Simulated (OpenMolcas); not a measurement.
Cr2+ (d4) in a complex was computed by CASSCF with the d shell active (OpenMolcas, ANO-RCC-VTZP on the metal). Its lowest spin-free states, and all those of the highest spin:

| 2S+1 | Degeneracy | E (cm-1) |
| --- | --- | --- |
| 5 | 1 | 0.0 |
| 5 | 2 | 1746 |
| 5 | 2 | 5384 |
| 3 | 2 | 20196 |
| 3 | 2 | 20427 |
| 3 | 2 | 20735 |
| 3 | 2 | 21121 |
| 3 | 2 | 21608 |
| 3 | 1 | 21831 |
| 3 | 1 | 22422 |
| 3 | 2 | 22726 |
| 3 | 2 | 23523 |

**Question.** Is the site octahedral, tetrahedral or cube-like, axial, or of lower symmetry?

**Answer.** The states with 2S+1 = 5 have orbital degeneracies 1, 2, 2. There are pairs but no triples, so the site is axial: not cubic, but with a proper or improper axis of order three or more. The run had Cr2+ with 2 ligands (bromide) in linear coordination (D∞h) at 2.45 Å. Ligand basis ANO-RCC-VDZP.

Without dynamic correlation the repulsion within the d shell is too large (B by tens of per cent), so at a given field states of lower spin stand too high. Ligand-to-metal charge-transfer states are missing. With no ligand orbital active B as a rule stays too high, so bands that hang on it stand too high and its fall with covalency is understated. No measured value stands beside these numbers; the geometry was imposed, not optimised, and the real ion may take another.
